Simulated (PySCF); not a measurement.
VOF2, SMILES [F][V+]([F])=[O], charge +1, multiplicity 1. The structure is a stationary point at B3LYP-D3(BJ)/def2-SVP. The multiplicity is an assumed one; other spin states were not compared. The isomer is the one that the SMILES or the coordinates give; other isomers of the formula were not compared.

The numbers are results of PySCF with B3LYP-D3(BJ)/def2-SVP, not measurements.

Harmonic wavenumbers (cm⁻¹): 187, 293, 347, 845, 923, 1211. Rotational constants (GHz): 8.429, 6.176, 3.962; symmetry number 1.

Work out the zero-point energy and the ideal-gas rigid-rotor harmonic-oscillator thermochemistry at 298.15 K and 1 atm.

ZPE = ½ Σ hcν = ½ × 3805 cm⁻¹ = 5.44 kcal/mol. H − E(el) = 8.76 kcal/mol. Entropy in cal/(mol K): translation 39.86, rotation 24.86, vibration 5.23, total 69.95. G − E(el) = -12.10 kcal/mol. Cp = 14.32 cal/(mol K).
